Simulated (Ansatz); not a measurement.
Coupled-cluster diagnostics for BMe2(PMe2) (C4H12BP), Ansatz.

Geometry of the singlet (r2SCAN-D4/def2-SVP):

```xyz
18

B    -0.568    0.715   -0.260
C    -1.685    0.336   -1.309
H    -1.163    0.025   -2.237
H    -2.329    1.186   -1.590
H    -2.326   -0.513   -1.024
C    -0.022    2.192   -0.202
H     0.407    2.445   -1.190
H     0.744    2.405    0.559
H    -0.855    2.904   -0.062
P    -0.023   -0.559    1.014
C     1.776   -0.320    1.384
C    -0.079   -2.239    0.234
H     2.419   -0.483    0.505
H     2.086   -1.012    2.182
H     1.936    0.704    1.753
H     0.621   -2.341   -0.611
H     0.159   -3.009    0.985
H    -1.099   -2.435   -0.130
```

Correlated methods freeze 10 core orbitals.

Q: Estimate the CCSD(T) correlation energy, the shares of MP2 and (T), T1 and the reference's ⟨S²⟩ for: charge 0, singlet, own geometry in def2-SVP; charge 1, doublet, vertical in def2-SVP; and the rough time on 4 threads of Arm Neoverse N1 on a shared host.

A: 
| state | basis | correlation (eV) | MP2 share (%) | (T) share (%) | T1 | ⟨S²⟩ (pure) | wall time |
| --- | --- | --- | --- | --- | --- | --- | --- |
| charge 0, singlet, own geometry | def2-SVP | -24.534 | 87.4 | 3.1 | 0.012 | 0.00 (0.00) | 43 s |
| charge 1, doublet, vertical | def2-SVP | -23.657 | 87.0 | 3.0 | 0.013 | 0.76 (0.75) | 3.1 min |
Customary marks for T1 are 0.02 (closed shells), 0.045 (open shells) and about 0.05 (3d metals). T1 stays under 0.02 throughout.
